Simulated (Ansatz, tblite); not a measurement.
Cost and result up the ladder for Hf3O11H10, a hydroxylated oxide cluster (24 atoms). Total charge 0; singlet. Geometry: r2SCAN-D4/def2-SVP.

```xyz
24

Hf   -0.422    0.803   -1.606
Hf    0.233    1.066    1.540
Hf    0.812   -1.702    0.005
O    -0.335   -3.285    0.153
O     0.247    1.796   -3.131
O     2.604   -2.435   -0.109
O     0.171   -1.236   -2.018
O     0.871   -0.947    2.039
O    -0.572    2.303   -0.055
O    -2.368    0.608   -1.992
O     1.675    2.069    2.365
O     1.122    0.380   -0.261
O    -1.289    1.356    2.738
O    -1.055   -0.395    0.317
H    -1.147   -3.780    0.273
H     0.711    2.280   -3.813
H     3.476   -2.815   -0.206
H    -0.365   -1.860   -2.525
H     1.594   -1.135    2.651
H    -1.355    2.850    0.091
H    -2.909    0.909   -2.728
H     2.429    2.573    2.668
H    -2.165    1.269    3.118
H    -1.965   -0.672    0.484
```

Ansatz on 2 threads of AMD EPYC 7R13 on a shared host and a share (18 GiB) of an NVIDIA H100 80GB HBM3; xTB runs through tblite on one thread. Times are rough, summed over both states, and most runs start from the orbitals of an earlier one. ωB97X-V/def2-TZVP serves as the yardstick here, not as an exact answer. The other state is a doublet.

In the def2 sets Hf takes a core potential; there is no spin–orbit coupling. The xTB rows come from tblite. Single mean-field runs in def2-TZVP are fitted with def2-universal-jkfit. HOMO above LUMO, or a gap near zero within one spin, warns that the state may not be the lowest or that an electron is smeared out.

Raw xTB energies of ions are shifted by several eV.

```csv
level,functions,wall time
GFN2-xTB,81,0.14 s
GFN1-xTB,91,0.17 s
PBE0-D4/def2-TZVP,521,12 s
PBE-D4/def2-TZVP (with forces),521,13 s
ωB97X-V/def2-TZVP (with forces),521,31 s
```

Question: Estimate what each level gives for the vertical IE (eV).

Answer: 
```
                          level  vertical IE (eV)  difference from ωB97X-V/def2-TZVP (eV)                                     remarks
                       GFN2-xTB             12.69                                    2.72                                           –
                       GFN1-xTB             13.74                                    3.77                                           –
              PBE0-D4/def2-TZVP              9.47                                   -0.50                                           –
 PBE-D4/def2-TZVP (with forces)              8.51                                   -1.46  gap within one spin near zero (+1 doublet)
ωB97X-V/def2-TZVP (with forces)              9.97                                    0.00                                           –
```
